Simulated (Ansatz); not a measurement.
Spectroscopic constants of ZnC, multiplicity 3 (lowest of 2S+1 = 1, 3 at CCSD(T)/def2-TZVPP on PBE0 minima; our sources give no spin for the ground state, which may be another). No spin–orbit coupling. Zn is treated without relativity.

Constants: fifth-degree fit in 1/R to seven points, most abundant isotopes. Runs in def2 and cc sets follow the lowest solution found near the PBE0 minimum.

Programs: Ansatz (Gaussian orbitals). 

Energies at r2SCAN/def2-TZVPP:

| R (Å) | E (hartree) |
|---|---|
| 1.843136 | -1817.25841166 |
| 1.892683 | -1817.26031548 |
| 1.938266 | -1817.26101724 |
| 1.989795 | -1817.26085796 |
| 2.041323 | -1817.25991612 |
| 2.100779 | -1817.25810830 |
| 2.170145 | -1817.25532396 |

Problem. With a reduced mass of 10.1035 u, find the minimum, the force constant and the constants.

Solution. A fifth-degree polynomial in 1/R puts the minimum at r_e = 1.9545 Å with force constant 154 N/m. Then ω_e = (1/2πc)√(k/μ) = 508 cm⁻¹ and B_e = h/(8π²cμr_e²) = 0.4368 cm⁻¹; the cubic and quartic terms give α_e = 0.0052 and ω_e x_e = 4.8 cm⁻¹.

Doubts at one or more of the structures used: a spin-contaminated determinant (r2SCAN/def2-TZVPP).

Ansatz is an electronic-structure program.
